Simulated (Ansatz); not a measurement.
Total energies of `C#CC1(C#C)CC1`.

```xyz
13

C    -1.030   -2.167    1.175
C    -0.596   -1.178    0.653
C    -0.060   -0.002    0.024
C    -0.934    1.138   -0.042
C    -1.652    2.097   -0.105
C     0.921   -0.203   -1.124
C     1.431    0.264    0.185
H    -1.421   -3.041    1.640
H    -2.294    2.944   -0.157
H     0.848    0.509   -1.936
H     1.101   -1.230   -1.414
H     1.969   -0.435    0.811
H     1.715    1.303    0.289
```

The species carries charge 0 and has multiplicity 1. Geometry: relaxed with PBE0-D4/def2-TZVP. Basis def2-TZVPP, Ansatz.

RPA on PBE orbitals: Hartree–Fock energy of these orbitals -268.44055 Eh, correlation -1.73586 Eh (frozen core).

| functional | energy without D4 (Eh) | D4 term (kJ/mol) |
| --- | --- | --- |
| LDA (SPW92) | -267.76188 | – |
| PBE | -269.91756 | -28.8 |
| revPBE | -270.20357 | -92.6 |
| BLYP | -270.16478 | -63.4 |
| r2SCAN | -270.10997 | -7.6 |
| B97M-V | -270.29100 | – |
| PBE0 | -269.94198 | -24.4 |
| B3LYP | -270.28466 | -45.9 |
| r2SCANh | -270.09712 | -8.0 |
| r2SCAN0 | -270.07907 | -8.8 |
| HSE06 (plane-wave form) | -269.92612 | -22.7 |
| BHLYP | -270.10700 | -32.9 |
| CAM-B3LYP | -270.12107 | -24.6 |
| LC-ωPBE | -270.07295 | – |
| ωB97X-V | -270.19836 | – |
| ωB97M-V | -270.16842 | – |
| B2PLYP | -270.03919 | – |
| PBE-QIDH | -269.89767 | – |

B3LYP takes the VWN-RPA correlation (the form of Gaussian; ORCA's B3LYP/G). HSE06 is the plane-wave form, built on full-range PBE exchange. The double hybrids freeze the cores in their second-order part.

LC-ωPBE has ω = 0.4 bohr⁻¹.
